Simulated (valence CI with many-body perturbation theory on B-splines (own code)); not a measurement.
The numbers below are computed, except where a source is named.
Energy levels of Pr XXXVIII

Level of theory: configuration interaction combined with many-body perturbation theory (CI+MBPT): four valence electrons over a frozen Dirac-Fock core [Ar], a basis of 7 s, 7 p, 8 d, 6 f, 4 g, 1 h functions for each j, with the one-electron correlation potential Σ1, the two-electron term Σ2, the three-electron term Σ3, Breit, model QED; selected CI, second order for the rest, scaled by the run's own slope (own B-spline code, finite nucleus).

The last digits are not significant, and no measured levels were compared; by estimate large intervals hold to a few tenths of a per cent, small ones and those within an open d or f shell to about a per cent. Only levels of the ground parity were solved; by the run's estimate the other parity begins above the list, which can be wrong where configurations are misplaced.

Levels 1 to 34 of 34, with energies above the lowest level, (3d3/2^4) J=0. "Leading %" is the weight of the configuration and term that name the level; weights of strongly mixed levels are sums over their largest components and can fall short. In the jj column 3d3/2^4 stands for four electrons in 3d with j = 3/2.

| No. | Configuration | Term | J | E (eV) | Leading % | Leading jj | Second component |
| --- | --- | --- | --- | --- | --- | --- | --- |
| 1 | 3d4 | 3P | 0 | 0.00 | 55 | 3d3/2^4 (96 %) | 34 % 3d4 5D |
| 2 | 3d4 | 5D | 1 | 17.80 | 67 | 3d3/2^3 3d5/2 (96 %) | 33 % 3d4 3P |
| 3 | 3d4 | 5D | 2 | 26.24 | 62 | 3d3/2^3 3d5/2 (74 %) | 11 % 3d4 3F |
| 4 | 3d4 | 3F | 4 | 27.08 | 31 | 3d3/2^3 3d5/2 (94 %) | 21 % 3d4 3H |
| 5 | 3d4 | 5D | 3 | 29.50 | 40 | 3d3/2^3 3d5/2 (78 %) | 25 % 3d4 3F |
| 6 | 3d4 | 5D | 0 | 42.60 | 61 | 3d3/2^2 3d5/2^2 (94 %) | 20 % 3d4 1S |
| 7 | 3d4 | 5D | 4 | 44.55 | 42 | 3d3/2^2 3d5/2^2 (91 %) | 40 % 3d4 3H |
| 8 | 3d4 | 3F | 2 | 45.51 | 33 | 3d3/2^2 3d5/2^2 (79 %) | 28 % 3d4 5D |
| 9 | 3d4 | 3G | 3 | 46.50 | 46 | 3d3/2^2 3d5/2^2 (78 %) | 39 % 3d4 5D |
| 10 | 3d4 | 3H | 5 | 49.63 | 69 | 3d3/2^2 3d5/2^2 (100 %) | 31 % 3d4 3G |
| 11 | 3d4 | 3P | 1 | 51.63 | 51 | 3d3/2^2 3d5/2^2 (88 %) | 30 % 3d4 3D |
| 12 | 3d4 | 3H | 6 | 51.87 | 55 | 3d3/2^2 3d5/2^2 (98 %) | 45 % 3d4 1I |
| 13 | 3d4 | 3G | 4 | 55.26 | 60 | 3d3/2^2 3d5/2^2 (96 %) | 35 % 3d4 1G |
| 14 | 3d4 | 3F | 3 | 56.03 | 43 | 3d3/2^2 3d5/2^2 (90 %) | 33 % 3d4 3D |
| 15 | 3d4 | 3D | 2 | 56.36 | 39 | 3d3/2^2 3d5/2^2 (92 %) | 30 % 3d4 3P |
| 16 | 3d4 | 3F | 2 | 65.02 | 41 | 3d3/2^2 3d5/2^2 (84 %) | 30 % 3d4 3P |
| 17 | 3d4 | 3F | 4 | 66.10 | 46 | 3d3/2 3d5/2^3 (49 %) | 28 % 3d4 5D |
| 18 | 3d4 | 3F | 3 | 71.35 | 47 | 3d3/2 3d5/2^3 (92 %) | 19 % 3d4 3G |
| 19 | 3d4 | 3F | 4 | 73.47 | 41 | 3d3/2^2 3d5/2^2 (56 %) | 35 % 3d4 1G |
| 20 | 3d4 | 3G | 5 | 75.01 | 69 | 3d3/2 3d5/2^3 (100 %) | 31 % 3d4 3H |
| 21 | 3d4 | 3D | 1 | 75.10 | 64 | 3d3/2 3d5/2^3 (91 %) | 22 % 3d4 3P |
| 22 | 3d4 | 1I | 6 | 76.00 | 55 | 3d3/2 3d5/2^3 (98 %) | 45 % 3d4 3H |
| 23 | 3d4 | 3P | 2 | 76.23 | 55 | 3d3/2^2 3d5/2^2 (77 %) | 22 % 3d4 1D |
| 24 | 3d4 | 3P | 0 | 79.76 | 51 | 3d3/2 3d5/2^3 (73 %) | 48 % 3d4 1S |
| 25 | 3d4 | 3F | 2 | 82.01 | 56 | 3d3/2 3d5/2^3 (75 %) | 36 % 3d4 3P |
| 26 | 3d4 | 1F | 3 | 83.16 | 40 | 3d3/2 3d5/2^3 (95 %) | 34 % 3d4 3D |
| 27 | 3d4 | 3F | 3 | 93.46 | 68 | 3d3/2 3d5/2^3 (99 %) | 29 % 3d4 1F |
| 28 | 3d4 | 3P | 1 | 94.00 | 93 | 3d3/2 3d5/2^3 (97 %) | 5 % 3d4 3D |
| 29 | 3d4 | 1S | 0 | 94.13 | 56 | 3d3/2^2 3d5/2^2 (61 %) | 41 % 3d4 3P |
| 30 | 3d4 | 1G | 4 | 94.59 | 76 | 3d3/2 3d5/2^3 (84 %) | 17 % 3d4 3F |
| 31 | 3d4 | 1D | 2 | 97.04 | 62 | 3d3/2 3d5/2^3 (57 %) | 23 % 3d4 3P |
| 32 | 3d4 | 3F | 4 | 101.77 | 51 | 3d5/2^4 (85 %) | 22 % 3d4 1G |
| 33 | 3d4 | 1D | 2 | 112.41 | 56 | 3d5/2^4 (64 %) | 19 % 3d4 3D |
| 34 | 3d4 | 1S | 0 | 131.76 | 65 | 3d5/2^4 (73 %) | 34 % 3d4 3P |

The ionisation energy to 3d3 4F_3/2 of the next ion comes out as 2628.3 eV (NIST: 2628 ± 4 eV (theoretical)). All 34 levels together are meant to be complete up to 137.03 eV.
